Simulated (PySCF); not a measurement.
Species: C₆H₁₀O₂ (charge +1 and doublet state).
Numbering: `[CH2+:1][C:2]([O:3][CH3:4])[C@@H:5]([CH3:6])[CH:7]=[O:8]` (hydrogens: H9, H10 on C1; H11, H12, H13 on C4; H14 on C5; H15, H16, H17 on C6; H18 on C7)

Cartesian coordinates in Å at the GFN2-xTB level; atoms count from 1:
```xyz
18
C6H10O2 angstrom
C      1.085    1.066   -1.527
C      0.373    0.325   -0.633
O      0.833   -0.217    0.472
C      2.097    0.116    1.001
C     -1.090    0.047   -0.836
C     -1.412   -1.451   -0.939
C     -1.809    0.502    0.445
O     -1.294    0.568    1.506
H      0.610    1.525   -2.375
H      2.158    1.146   -1.473
H      2.276    1.193    0.987
H      2.099   -0.253    2.027
H      2.890   -0.393    0.442
H     -1.480    0.577   -1.706
H     -1.019   -1.994   -0.084
H     -2.485   -1.612   -1.001
H     -0.962   -1.849   -1.847
H     -2.878    0.713    0.267
```

The hyperfine couplings belong to this conformer and change with its torsions.

Method used: PySCF, UKS B3LYP, pcH-1 on C H O, non-relativistic, mean-field spin-orbit, GIAO. One conformer (not necessarily the lowest) at the GFN2-xTB geometry, without solvent, vibrations or thermal averaging. Couplings are sensitive to structure, and on GFN2-xTB geometries they can be far from those on DFT ones, by a factor of two or more for some ions and for spin on atoms past the first row. No stability test was run, so a lower SCF solution isn't excluded.

(1) The isotropic 13C couplings are +42.3, -27.5, -20.5, -7.4, -2.2 MHz. Assign them to C1; C2; C4; C6; C7.

(2) Match the computed a_iso(17O) values -30.6, -15.4 MHz with the sites O3; O8.

(3) The isotropic 1H couplings, averaged over equivalent nuclei, are +127.6, -36.2, -34.0, +19.0, -5.1, +1.9 MHz. Assign them to H9; H10; H11/H12/H13; H14; H15/H16/H17; H18.

Answers

(1) 
```json
{"site": "C1", "a_iso (MHz)": "+42.3", "ρ(0) (bohr⁻³)": "+0.0376", "position": "largest spin population", "distance from C1 (Å)": "0.00", "spin population": "+0.57", "largest |T| (MHz)": "88.9"}
{"site": "C2", "a_iso (MHz)": "-27.5", "ρ(0) (bohr⁻³)": "-0.0245", "position": "1 bond from C1", "distance from C1 (Å)": "1.36", "spin population": "-0.02", "largest |T| (MHz)": "9.7"}
{"site": "C4", "a_iso (MHz)": "-7.4", "ρ(0) (bohr⁻³)": "-0.0066", "position": "3 bonds from C1", "distance from C1 (Å)": "2.88", "spin population": "-0.01", "largest |T| (MHz)": "1.3"}
{"site": "C6", "a_iso (MHz)": "-2.2", "ρ(0) (bohr⁻³)": "-0.0019", "position": "3 bonds from C1", "distance from C1 (Å)": "3.59", "spin population": "+0.01", "largest |T| (MHz)": "2.6"}
{"site": "C7", "a_iso (MHz)": "-20.5", "ρ(0) (bohr⁻³)": "-0.0182", "position": "3 bonds from C1", "distance from C1 (Å)": "3.55", "spin population": "-0.02", "largest |T| (MHz)": "7.9"}
```

(2) 
| site | a_iso (MHz) | ρ(0) (bohr⁻³) | position | distance from C1 (Å) | spin population | largest \|T\| (MHz) |
| --- | --- | --- | --- | --- | --- | --- |
| O3 | -30.6 | +0.0504 | 2 bonds from C1 | 2.39 | +0.19 | 69.6 |
| O8 | -15.4 | +0.0254 | 4 bonds from C1 | 3.89 | +0.21 | 67.8 |

(3) 
```
       site  a_iso (MHz)  ρ(0) (bohr⁻³)         position  distance from C1 (Å)  bound to  spin population there  largest |T| (MHz)
         H9        -36.2        -0.0081   1 bond from C1                  1.07        C1                  +0.57               23.4
        H10        -34.0        -0.0076   1 bond from C1                  1.08        C1                  +0.57               22.7
H11/H12/H13        +19.0        +0.0042  4 bonds from C1                  3.25        C4                  -0.01                4.0
        H14         -5.1        -0.0011  3 bonds from C1                  2.62        C5                  +0.04                4.1
H15/H16/H17         +1.9        +0.0004  4 bonds from C1                  4.02        C6                  +0.01                2.2
        H18       +127.6        +0.0285  4 bonds from C1                  4.36        C7                  -0.02                5.2
```

ρ(0) is the spin density at the nucleus and T the dipolar tensor; entries for several nuclei are means. Largest spin populations (Mulliken): C1 (+0.57), O8 (+0.21) and O3 (+0.19). Three atoms exceed +0.15. The angles at C1 add up to 359.8°, so it is planar.

Examples of negative spin density at the nucleus (bohr⁻³): C2 (-0.0245), C7 (-0.0182) and H9 (-0.0081).

Class means assume fast exchange of nuclei equivalent by connectivity; if that motion is slow, each nucleus keeps its own coupling. H9 and H10 aren't averaged: C1 is flat or nearly so (angle sum 360°), and its turn about the short C1–C2 bond (1.36 Å) is taken as slow. The three 1H nuclei of mean +19.0 MHz run from 7.5 to 41.3 MHz in the frozen geometry. The three 1H nuclei of mean +1.9 MHz run from -2.9 to 9.1 MHz in the frozen geometry.

The SMILES `[CH2+][C](OC)[C@@H](C)C=O` draws the unpaired electron on C2, whose computed spin population is only -0.02.

Hardware: Arm Neoverse V1, one thread (shared host). Cost: 1.8 min of wall time (grids of density and orbitals included), 0.97 GiB resident at most.
